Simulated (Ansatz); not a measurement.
Breaking the Sn1–F2 bond in ClFSn (SMILES [F][Sn][Cl]) (multiplicity 1 held, fragments rigid). Energies count from the point at 1.951 Å.
Geometry at that point (charge 0, multiplicity 1):
```xyz
3

Sn     0.191     0.149     0.498
F      0.907     1.423    -0.795
Cl    -1.042    -1.191    -1.043
```

Signs of static correlation in def2-SVP, from Ansatz (a quantum-chemistry and plane-wave program) runs.

```
R (Å)  T1 of restricted CCSD  ⟨S²⟩ of UHF  largest double amplitude of restricted CCSD
-----  ---------------------  -----------  -------------------------------------------
1.561                  0.013        0.000                                        0.078
1.756                  0.015        0.000                                        0.076
1.951                  0.017        0.000                                        0.073
2.146                  0.020        0.000                                        0.069
2.342                  0.023        0.000                                        0.063
2.634                  0.030        0.000                                        0.086
2.927                  0.039        0.780                                        0.125
3.415                  0.068        0.966                                        0.235
3.903                  0.122        1.014                                          [?]
4.488                  0.197        1.015                                          [?]
5.269                  0.260        1.015                                        1.706
6.244                  0.271        1.015                                        1.930
```

Q: Some entries are withheld; supply them.

A: 
- 3.903, largest double amplitude of restricted CCSD: 0.494
- 4.488, largest double amplitude of restricted CCSD: 1.036

Doubts at one or more of the structures used: a restricted determinant that unrestricted orbitals would lower (R-CCSD(T)/def2-SVP); T1 above 0.05 (R-CCSD(T)/def2-SVP, U-CCSD(T)/def2-SVP); other coupled-cluster roots lie near (R-CCSD(T)/def2-SVP); a spin-contaminated determinant (U-CCSD(T)/def2-SVP).
